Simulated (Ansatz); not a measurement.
Mulliken charges of F4H2MoO2, SMILES `[OH][Mo]([OH])([F])([F])([F])[F]` from r2SCAN/def2-TZVPP in Ansatz (PBE0-D4/def2-TZVP geometry).

```
atom   x (Å)   y (Å)   z (Å)  charge (e)
  O1  -1.667   0.347  -0.117      -0.413
 Mo2   0.037  -0.302   0.039       1.690
  O3   0.738   1.304   0.616      -0.411
  F4  -0.270  -2.055  -0.418      -0.328
  F5   0.158   0.085  -1.770      -0.354
  F6  -0.278  -0.847   1.760      -0.327
  F7   1.825  -0.787  -0.068      -0.351
  H8  -2.125   0.753  -0.860       0.249
  H9   1.671   1.455   0.800       0.246
```

Question: By hand: the dipole of these point charges (1 e Å = 4.8032 D).

Answer: Σ q r = (-0.187, 0.553, 0.056) e Å, of length 0.586 e Å = 2.81 D.

Question: How does the dipole of the full density compare? (Best estimate.)

Answer: The calculation gave: (-0.158, 0.614, -0.015) e Å, 3.05 D; the point charges give 0.92 times that, at 8° from its direction.

Point charges leave out the atoms' own dipoles, such as those of lone pairs, and Mulliken's split depends on the basis, so the close match here is no proof of good charges.
